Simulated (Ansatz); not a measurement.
Relaxation of Cl$_{3}$FH$_{3}$PTi (9 atoms, charge 0, multiplicity 1), to a largest force component of 0.03 eV/Å in at most 50 steps.

These are results of RKS PBE/def2-SVP (Ansatz 0.2.0), not measurements.

```xyz
9
Properties=species:S:1:pos:R:3
Ti -0.582 -0.015 -0.384
F 0.009 -0.886 2.453
Cl 1.281 0.956 0.237
Cl -1.330 1.067 -2.116
Cl -0.430 -2.141 -0.858
P -2.371 0.356 1.216
H -3.430 0.564 0.262
H -2.565 -1.072 1.312
H -0.390 -0.142 2.857
```

Problem. Where does it end, and by what steps?

Solution. It converged. The force dipped under the threshold on the way, but the program's further checks kept it going. After 18 steps the energy has fallen by 0.261 eV; H9 moved furthest, 1.16 Å. Joined: Ti1–F2 (3.03 → 2.33 Å).

| step | energy less start (eV) | largest force component (eV/Å) | accepted |
| --- | --- | --- | --- |
| 0 | 0.0000 | 0.236 | yes |
| 1 | -0.0245 | 0.724 | yes |
| 2 | -0.0732 | 0.551 | yes |
| 3 | -0.0992 | 0.481 | yes |
| 4 | -0.1165 | 0.554 | yes |
| 5 | -0.1258 | 0.671 | yes |
| 6 | -0.1253 | 1.173 | no |
| 7 | -0.1396 | 0.505 | yes |
| 8 | -0.1567 | 0.460 | yes |
| 9 | -0.1772 | 0.715 | yes |
| 10 | -0.1925 | 1.022 | yes |
| 11 | -0.2194 | 0.300 | yes |
| 12 | -0.2322 | 0.102 | yes |
| 13 | -0.2433 | 0.148 | yes |
| 14 | -0.2502 | 0.088 | yes |
| 15 | -0.2561 | 0.233 | yes |
| 16 | -0.2441 | 0.505 | no |
| 17 | -0.2605 | 0.022 | yes |
| 18 | -0.2606 | 0.022 | yes |

```xyz
9
Properties=species:S:1:pos:R:3
Ti -0.609 -0.065 -0.073
F -0.253 -0.829 2.095
Cl 1.251 1.022 0.690
Cl -1.116 1.108 -1.831
Cl -0.449 -2.135 -0.748
P -2.705 0.458 1.079
H -3.582 0.201 -0.032
H -2.851 -0.842 1.678
H 0.507 -0.230 2.121
```

Whether the end is a true minimum wasn't checked by a vibrational analysis.

Time of the run: 51 s on 4 threads of Arm Neoverse V1, on a shared host, peak memory 0.23 GiB.
